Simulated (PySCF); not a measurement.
Values are calculated unless marked as measured or tabulated.
**CH7N2Si2**

CH7N2Si2 is a small molecule (built as: end group CH2), neutral, doublet. The structure, one conformer, was relaxed in the gas phase by PBE0-D3(BJ)/def2-SVP. No frequency run checks that it is a minimum.

SMILES: [CH2][SiH]1N[SiH2]N1

```tsv
atom	x (Å)	y (Å)	z (Å)
N1	-0.550	0.092	1.209
Si2	-1.756	0.276	-0.039
N3	-0.575	-0.406	-1.125
Si4	0.636	-0.602	0.125
C5	2.190	0.370	-0.104
H6	-0.530	0.317	2.192
H7	-2.183	1.682	-0.335
H8	-3.012	-0.520	0.145
H9	-0.577	-0.609	-2.113
H10	1.034	-2.013	0.425
H11	3.195	-0.059	-0.017
H12	2.166	1.440	-0.345
```

EPR values by unrestricted B3LYP, IGLO-III on C N Si, pcH-1 on H.

Question: Predict g and the largest hyperfine couplings. Where does the spin sit?

Answer: g = 2.0022, 2.0024, 2.0032. The spin sits on C5 (102 %, bonded to 1 Si + 2 H) by Mulliken populations.
```json
{"atom": "C5", "isotope": "13C", "isotropic (MHz)": "69.5", "dipolar, principal values (MHz)": "-72.1, -71.8, 143.9"}
{"atom": "H11", "isotope": "1H", "isotropic (MHz)": "-56.4", "dipolar, principal values (MHz)": "-35.1, -0.6, 35.7"}
{"atom": "H12", "isotope": "1H", "isotropic (MHz)": "-55.1", "dipolar, principal values (MHz)": "-34.8, -1.2, 36.0"}
{"atom": "Si4", "isotope": "29Si", "isotropic (MHz)": "39.7", "dipolar, principal values (MHz)": "-4.7, 0.6, 4.1"}
{"atom": "H10", "isotope": "1H", "isotropic (MHz)": "-7.8", "dipolar, principal values (MHz)": "-4.0, -2.6, 6.7"}
{"atom": "N1", "isotope": "14N", "isotropic (MHz)": "7.2", "dipolar, principal values (MHz)": "-1.4, -1.3, 2.8"}
```

Question: How do the isotropic couplings move with BHandHLYP?

Answer: C5 69.5 to 89.3 MHz, H11 -56.4 to -65.7 MHz, H12 -55.1 to -63.7 MHz, Si4 39.7 to 48.4 MHz.
